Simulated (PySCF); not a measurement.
Gas-phase reaction: 2 O2 + 2 GeH3 ⇌ GeH2 + Ge(OH)4

Energies from PySCF, thermal terms from the rigid-rotor harmonic-oscillator model, ideal gas at 1 bar. † marks an energy on the PBE0/def2-TZVP geometry and frequencies; other levels use their own. MP2 and CCSD(T) freeze the core. Open shells (unrestricted): O2 (multiplicity 3), GeH3 (multiplicity 2); the rest are closed-shell singlets. Ge: all electrons, no relativistic terms. GeH3, GeH2, Ge(OH)4: computed as isolated molecules; such fragments, hydroxides, amides, oligomers or adducts are transient or little studied in the gas. MP2 isn't extrapolated to the basis-set limit. CCSD(T) isn't extrapolated to the basis-set limit.

```json
[
 {"level": "CCSD(T)/def2-SVP†", "ΔH°(298 K), kJ": "-1054"},
 {"level": "HF/def2-TZVP†", "ΔH°(298 K), kJ": "[?]"},
 {"level": "M06-2X/def2-TZVP†", "ΔH°(298 K), kJ": "-1205"},
 {"level": "MP2/def2-TZVPP†", "ΔH°(298 K), kJ": "[?]"},
 {"level": "PBE/def2-TZVP†", "ΔH°(298 K), kJ": "-1047"},
 {"level": "PBE0/def2-QZVP†", "ΔH°(298 K), kJ": "-1099"},
 {"level": "PBE0/def2-TZVP", "ΔH°(298 K), kJ": "[?]"},
 {"level": "r2SCAN/def2-TZVP†", "ΔH°(298 K), kJ": "[?]"},
 {"level": "ωB97M-V/def2-TZVP†", "ΔH°(298 K), kJ": "-1150"},
 {"level": "ωB97X-V/def2-TZVP†", "ΔH°(298 K), kJ": "-1114"}
]
```

### Question
Complete the blanks.

### Answer

- HF/def2-TZVP†, ΔH°(298 K), kJ: -961
- MP2/def2-TZVPP†, ΔH°(298 K), kJ: -1227
- PBE0/def2-TZVP, ΔH°(298 K), kJ: -1078
- r2SCAN/def2-TZVP†, ΔH°(298 K), kJ: -1062
